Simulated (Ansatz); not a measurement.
Ansatz results at the PBE0-D4/def2-TZVP geometry: LUMO energy (B3LYP/def2-TZVPP) -0.32 eV; HOMO–LUMO gap (ωB97M-V/def2-TZVPP) 10.45 eV; HOMO energy (PBE0/def2-TZVPP) -6.55 eV.

Each molecule was computed in one conformer, which needn't be the lowest.

Problem. Which molecule gave them?
A. `O[SiH]([SiH3])[GeH3]`
B. `F[CH]1[O][GeH2]1`
C. `B1[SiH2]SS1`
D. `N[SiH2]C[SeH]`

Solution. D. The others give `O[SiH]([SiH3])[GeH3]`: -0.88, 10.58, -7.58; `B1[SiH2]SS1`: -2.22, 8.90, -6.91; `F[CH]1[O][GeH2]1`: -1.44, 10.13, -7.25.

B3LYP here is the variant with VWN-RPA as its local correlation; programs differ in this.
